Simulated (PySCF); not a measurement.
In(OH)2(SMe) (CH5InO2S), SMILES C[S][In]([OH])[OH].

Geometry optimised at PBE0-D3(BJ)/def2-SVP. The structure was generated by enumeration; whether it is a known compound was not checked. The def2 effective core potentials stand for the cores of In; spin–orbit coupling is left out. Other conformers were not sampled.

Level of theory: IEF-PCM-B3LYP/def2-SVP (PySCF).

The values are the electrostatic part of the solvation free energy, E(continuum) − E(gas) at the gas-phase geometry, in a cavity of scaled van der Waals radii (PySCF's table); cavitation and dispersion terms are not included. A continuum can't describe solvent molecules that bind to the metal. In vacuum the orbital gap is 4.76 eV. The dipole moment in vacuum is 2.22 D.

Question: Estimate the values in water (ε = 78.36), N,N-dimethylformamide (ε = 37.22), n-hexane (ε = 1.88). (An estimate is asked for; the answer gives what the named calculation found.)

Answer: 
```
solvent                    ε  ΔG(elec) (kcal/mol)  dipole (D)  gap (eV)
---------------------  -----  -------------------  ----------  --------
water                  78.36                -10.9        2.93      5.02
N,N-dimethylformamide  37.22                -10.6        2.91      5.01
n-hexane                1.88                 -3.7        2.44      4.84
```
